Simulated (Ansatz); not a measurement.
Compare A (`C[SiH](C)[AlH][NH2]`) with its isomer B (`CC[N]([AlH2])[SiH3]`).

Calculated with Ansatz (gas phase, PBE0-D4/def2-TZVP geometries, no zero-point term in ΔE). CBS: MP2 limit from def2 TZ/QZ plus the TZ coupled-cluster correction, frozen cores. DFT in def2-TZVPP. B3LYP here is the variant with VWN-RPA as its local correlation; programs differ in this. Each species was taken in one conformer, which may not be the lowest.

A:

```xyz
15

C     0.024   -1.758   -0.568
Si   -0.484   -0.373    0.607
C     0.602   -0.420    2.147
Al   -0.436    1.817   -0.509
N    -0.075    1.855   -2.244
H    -0.631   -1.796   -1.442
H     1.048   -1.614   -0.923
H    -0.025   -2.730   -0.069
H    -1.890   -0.651    1.048
H     0.306    0.349    2.865
H     1.652   -0.254    1.893
H     0.526   -1.391    2.643
H    -0.692    3.234    0.172
H    -0.035    2.688   -2.809
H     0.111    1.043   -2.811
```

B:

Z-matrix (Å, degrees):
```
C
C 1 1.518
H 1 1.093 2 110.6
H 1 1.093 2 110.6 3 -119.9
H 1 1.092 2 111.4 3 119.9
N 2 1.468 1 113.3 3 -60.6
H 2 1.096 1 109.0 3 61.1
H 2 1.098 1 109.5 3 176.6
Si 6 1.729 2 116.9 1 -78.5
Al 6 1.785 2 119.8 1 103.4
H 9 1.491 6 113.3 2 65.6
H 9 1.485 6 108.0 2 -174.1
H 9 1.492 6 110.2 2 -54.0
H 10 1.585 6 116.2 2 1.3
H 10 1.581 6 119.2 2 -178.8
```

(1) Which isomer does CCSD(T)/CBS put lower? Give the gap. (An estimate is asked.)

(2) Give E(B) − E(A) in kcal/mol with r2SCAN-D4, B3LYP, CCSD/def2-TZVPP, HF/def2-TZVPP, B2PLYP, PBE-D4, MP2/def2-TZVPP. (Best estimate.)

Largest T1 diagnostic: 0.012.

Results:

(1) Ansatz gave: A, by 15.3 kcal/mol.

(2) Computed: r2SCAN-D4 17.7, B3LYP 16.5, CCSD/def2-TZVPP 14.1, HF/def2-TZVPP 11.1, B2PLYP 15.0, PBE-D4 19.4, MP2/def2-TZVPP 13.5. None reverses the order clearly.

The D4 term adds −1.9 kcal/mol with B3LYP and −0.9 kcal/mol with PBE0; it sums over pairs of atoms, weighted by their polarisabilities, and B3LYP, whose exchange is more repulsive, gets the larger term. In def2-TZVPP, CCSD(T) changes the Hartree–Fock value by +3.1 kcal/mol (the triples alone add +0.1 kcal/mol) and MP2 by +2.4 kcal/mol.
